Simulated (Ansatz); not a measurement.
Reaction (ligand exchange at the Si–Se bond): `N[SiH2][SeH]` + `C[SiH2]O` → `C[SiH2]O[SiH2]N` + H₂Se

Isolated molecules relaxed with PBE0-D4/def2-TZVP in Ansatz; ΔE leaves out vibrations. CBS: MP2 limit from def2 TZ/QZ plus the TZ coupled-cluster correction, frozen cores. This one scheme is used for every species. Functionals use def2-TZVPP. B3LYP here is the variant with VWN-RPA as its local correlation; programs differ in this. For Se outer-core shells are correlated without core-valence functions, which leaves a few kJ/mol of doubt a bond. Scalar relativity is left out up to krypton. Each species was taken in one conformer, which may not be the lowest.

| level | ΔE (kJ/mol) |
| --- | --- |
| B3LYP-D4 | -63.0 |
| SCS-MP2/def2-QZVPP | -62.6 |

Question: What does CCSD(T)/CBS give? (Best estimate.)

Answer: Ansatz gave: -58.2 kJ/mol. The listed levels differ from it by -4.8, -4.4 kJ/mol.

Largest T1 diagnostic among the species: 0.011.

In def2-TZVPP, CCSD(T) changes the Hartree–Fock value by +13.3 kJ/mol (the triples alone add +2.6 kJ/mol) and MP2 by +17.0 kJ/mol. From PBE to PBE0 (25 % exact exchange), in def2-TZVPP and without D4, ΔE moves by −5.1 kJ/mol.
